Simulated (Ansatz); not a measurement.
Ideal-gas functions of C2H5NSi, SMILES `N=C=C[SiH3]` at 600 K and 1 bar, from an Ansatz frequency run at PBE0-D4/def2-TZVP.

Molar mass 71.15 g/mol, point group C1 (symmetry number 1), electronic degeneracy 1, moments of inertia 21.301, 178.791, 192.874 u Å². Harmonic wavenumbers (cm⁻¹, unscaled): 103, 149, 392, 512, 517, 616, 692, 794, 838, 924, 934, 959, 978, 1089, 1323, 2136, 2217, 2222, 2240, 3186, 3537.

Use S(trans) = R[1.5 ln M + 2.5 ln T − 1.1517]; rotational temperatures θ = 24.2544 K / I; S(rot) = R[ln(√π/σ · √(T³/θAθBθC)) + 1.5]; for each mode x = 1.438777 ν̃/T, S = R[x/(eˣ − 1) − ln(1 − e⁻ˣ)] and H = RT x/(eˣ − 1); 1 cm⁻¹ = 0.0119627 kJ/mol; R = 8.31446 J/(mol·K).

Problem. By hand: the entropy, in J/(mol·K).

Solution. Translation 176.6. Rotation: θ = 1.1387, 0.1357, 0.1258 K, giving 113.4. Vibration, mode by mode: 19.96, 16.92, 9.13, 7.11, 7.04, 5.79, 5.00, 4.11, 3.78, 3.22, 3.16, 3.01, 2.90, 2.35, 1.51, 0.31, 0.26, 0.26, 0.25, 0.03, 0.02, in all 96.1. Electronic 0.0. Sum 386.1 J/(mol·K).

Problem. By hand: H − E and G − E in kJ/mol, counted from the electronic energy.

Solution. Zero-point energy ½ × 26358 × 0.0119627 = 157.7; thermal vibration 31.4; translation, rotation and pV give 4 RT = 20.0. H − E = 209.1 kJ/mol, and G − E = 209.1 − 600 × 386.1/1000 = -22.6 kJ/mol.

Vibration gives 25 % of the entropy, 36.9 J/(mol·K) of it from the modes under 150 cm⁻¹: soft modes count most, and the harmonic formula is weakest for them. The sum counts one conformer and one mirror image; others add a mixing term.
